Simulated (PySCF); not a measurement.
C₇H₁₃F.
Numbering: `[CH3:1][C:2]([CH3:3])([CH3:4])[C@@H:5]1[CH2:6][C@@H:7]1[F:8]` (hydrogens: H9, H10, H11 on C1; H12, H13, H14 on C3; H15, H16, H17 on C4; H18 on C5; H19, H20 on C6; H21 on C7)

The same species was optimised twice, with GFN2-xTB and with PBE0-D3(BJ)/def2-SVP (PySCF), and the same property calculations (PySCF, gas phase) were run on both structures.

```csv
coordinate,GFN2-xTB,PBE0-D3(BJ)/def2-SVP,change
C5–C7 (Å),1.498,1.492,-0.006
C5–C6 (Å),1.506,1.512,+0.006
C6–C7 (Å),1.494,1.489,-0.005
C2–C5 (Å),1.526,1.530,+0.004
C7–F8 (Å),1.366,1.363,-0.003
C2–C3 (Å),1.533,1.532,-0.001
C1–C2 (Å),1.529,1.531,+0.002
C2–C4 (Å),1.533,1.532,-0.001
C5–C7–F8 (°),120.3,119.3,-1.0
C5–C7–C6 (°),60.4,61.0,+0.6
C5–C6–C7 (°),59.9,59.6,-0.3
C6–C5–C7 (°),59.6,59.4,-0.2
C1–C2–C4 (°),109.3,109.6,+0.3
C1–C2–C3 (°),108.7,108.6,-0.1
C3–C2–C4 (°),109.6,109.7,+0.1
C3–C2–C5 (°),107.9,107.7,-0.2
C1–C2–C5–C6 (°),20,21,+1
```

Rotational constants: A = 2991, B = 1575, C = 1407 MHz (GFN2-xTB) against A = 2975, B = 1582, C = 1414 MHz (PBE0-D3(BJ)/def2-SVP). Point groups within 0.08 Å: C1 and C1.

On the GFN2-xTB structure: HOMO (eV) -7.79 [PBE0/pcSseg-1]; LUMO (eV) 1.28 [PBE0/pcSseg-1]; dipole (D) 1.55 [PBE0/pcSseg-1]; GIAO shielding of C1/C3/C4 (mean) (ppm) 155.8 [PBE0/pcSseg-1]; GIAO shielding of C2 (ppm) 154.6 [PBE0/pcSseg-1]; GIAO shielding of C5 (ppm) 156.7 [PBE0/pcSseg-1]; GIAO shielding of C6 (ppm) 177.8 [PBE0/pcSseg-1]; GIAO shielding of C7 (ppm) 110.9 [PBE0/pcSseg-1]; GIAO shielding of F8 (ppm) 430.7 [PBE0/pcSseg-1].

**Question.** What do these properties become on the PBE0-D3(BJ)/def2-SVP structure?

**Answer.** 
```json
{"property": "HOMO (eV)", "level": "PBE0/pcSseg-1", "on GFN2-xTB": "-7.79", "on PBE0-D3(BJ)/def2-SVP": "-7.83", "change": "-0.04"}
{"property": "LUMO (eV)", "level": "PBE0/pcSseg-1", "on GFN2-xTB": "1.28", "on PBE0-D3(BJ)/def2-SVP": "1.24", "change": "-0.04"}
{"property": "dipole (D)", "level": "PBE0/pcSseg-1", "on GFN2-xTB": "1.55", "on PBE0-D3(BJ)/def2-SVP": "1.52", "change": "-0.03"}
{"property": "energy, GFN2-xTB geometry as zero (kcal/mol)", "level": "PBE0/pcSseg-1", "on GFN2-xTB": "0.0", "on PBE0-D3(BJ)/def2-SVP": "-0.5", "change": "-0.5"}
{"property": "GIAO shielding of C1/C3/C4 (mean) (ppm)", "level": "PBE0/pcSseg-1", "on GFN2-xTB": "155.8", "on PBE0-D3(BJ)/def2-SVP": "153.5", "change": "-2.3"}
{"property": "GIAO shielding of C2 (ppm)", "level": "PBE0/pcSseg-1", "on GFN2-xTB": "154.6", "on PBE0-D3(BJ)/def2-SVP": "153.9", "change": "-0.7"}
{"property": "GIAO shielding of C5 (ppm)", "level": "PBE0/pcSseg-1", "on GFN2-xTB": "156.7", "on PBE0-D3(BJ)/def2-SVP": "156.0", "change": "-0.7"}
{"property": "GIAO shielding of C6 (ppm)", "level": "PBE0/pcSseg-1", "on GFN2-xTB": "177.8", "on PBE0-D3(BJ)/def2-SVP": "175.9", "change": "-1.9"}
{"property": "GIAO shielding of C7 (ppm)", "level": "PBE0/pcSseg-1", "on GFN2-xTB": "110.9", "on PBE0-D3(BJ)/def2-SVP": "110.9", "change": "0.0"}
{"property": "GIAO shielding of F8 (ppm)", "level": "PBE0/pcSseg-1", "on GFN2-xTB": "430.7", "on PBE0-D3(BJ)/def2-SVP": "428.3", "change": "-2.4"}
```

The heavy atoms differ by 0.015 Å rms after alignment. Among bonds between heavy atoms C5–C6, C5–C7 and C6–C7 change most and about equally (-0.006 to +0.006 Å). Changes are differences of the printed values. Neither structure is proved a minimum here.

Conformer computed: `[CH3:1][C:2]([CH3:3])([CH3:4])[C@@H:5]1[CH2:6][C@@H:7]1[F:8]`: C1–C2–C5–C6 21°.
